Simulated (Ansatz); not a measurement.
Program: Ansatz. Geometries: PBE0-D4/def2-TZVP. ΔE: electronic, gas phase. CCSD(T)/CBS is the MP2 limit (def2-TZVPP, def2-QZVPP) plus CCSD(T) − MP2 in def2-TZVPP, frozen cores. This one scheme is used for every species, atoms too. Functionals use def2-TZVPP. Open shells (•) are unrestricted, without spin–orbit coupling. Spin–orbit coupling would lower the free atoms: a little for Cl. Each species was taken in one conformer, which may not be the lowest.

Reaction (homolysis of the Al–Cl bond): `[NH2][Al]([SH])[Cl]` → `[NH2][Al][SH]`• + Cl•

CCSD(T)/CBS gives +121.6 kcal/mol.

Another level gave +116.0 kcal/mol. Which?
A. BHLYP-D4/def2-TZVPP
B. ωB97M-V/def2-TZVPP
C. ωB97X-V/def2-TZVPP
D. r2SCAN/def2-TZVPP

A. BHLYP-D4 116.0, r2SCAN 118.2, ωB97M-V 123.1, ωB97X-V 121.6 kcal/mol.

Largest T1 diagnostic among the species: 0.014.

From BLYP to BHLYP (50 % exact exchange), in def2-TZVPP and without D4, ΔE moves by +2.5 kcal/mol. Leaving LDA and LC-ωPBE aside and taking each functional with its dispersion term where it has one, the values, not all of them listed here, spread over 9.2 kcal/mol, from revPBE-D4 to ωB97M-V. LDA lies +13.6 kcal/mol from PBE without D4, its usual overbinding. The D4 term adds +1.9 kcal/mol with B3LYP and +1.1 kcal/mol with PBE0; it sums over pairs of atoms, weighted by their polarisabilities, and B3LYP, whose exchange is more repulsive, gets the larger term.

B3LYP here is the variant with VWN-RPA as its local correlation; programs differ in this.

CCSD(T)/CBS has its own doubt, a few kJ/mol and more with outer-core shells, so smaller differences from it don't rank the levels.
